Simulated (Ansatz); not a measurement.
Geometry optimisation, UKS PBE/def2-SVP (Ansatz 0.2.0).

The input (input.yaml):

```yaml
crystal:
  periodic: [false, false, false]
  atoms:
    - { symbol: Mo, position_ang: [0.0, 0.0, -0.470694] }
    - { symbol: F, position_ang: [0.0, 0.0, 2.495717] }
    - { symbol: Cl, position_ang: [2.238315, -0.000224, 0.078388] }
    - { symbol: Cl, position_ang: [-0.000224, 2.238315, 0.078388] }
    - { symbol: Cl, position_ang: [-2.238315, 0.000224, 0.078388] }
    - { symbol: Cl, position_ang: [0.000224, -2.238315, 0.078388] }
    - { symbol: F, position_ang: [0.0, 0.0, -2.273276] }
    - { symbol: H, position_ang: [0.0, 0.0, 3.4247] }
magnetization:
  spin_polarized: true
  initial_magnetization: 1
basis:
  gaussian: { orbitals: def2-SVP }
hamiltonian:
  xc: pbe
relax:
  f_tol: 0.03
  max_steps: 50
```

Command:

```bash
$ ansatz run input.yaml --threads 4 --pin off --max-ram 5120MiB --backend cpu --events-out ev --progress --plain --runs-dir out
```

**Question.** Where does it end, and by what steps?

**Answer.** The forces met the threshold. After 3 steps the energy has fallen by 0.037 eV; F2 moved furthest, 0.26 Å. Joined: Mo1–F2.

| step | energy less start (eV) | largest force component (eV/Å) | accepted |
| --- | --- | --- | --- |
| 0 | 0.0000 | 0.425 | yes |
| 1 | -0.0239 | 0.186 | yes |
| 2 | -0.0359 | 0.078 | yes |
| 3 | -0.0371 | 0.025 | yes |

```xyz
8
Properties=species:S:1:pos:R:3
Mo 0.000 0.000 -0.326
F 0.000 0.000 2.237
Cl 2.267 0.004 0.133
Cl 0.004 2.267 0.133
Cl -2.267 -0.004 0.133
Cl -0.004 -2.267 0.133
F 0.000 0.000 -2.125
H 0.000 0.000 3.173
```

Whether the end is a true minimum wasn't checked by a vibrational analysis.

Time of the run: 51 s on 4 threads of Intel(R) Xeon(R) Platinum 8259CL CPU @ 2.50GHz (Skylake/Cascade Lake), with other jobs on the host, peak memory 0.45 GiB.
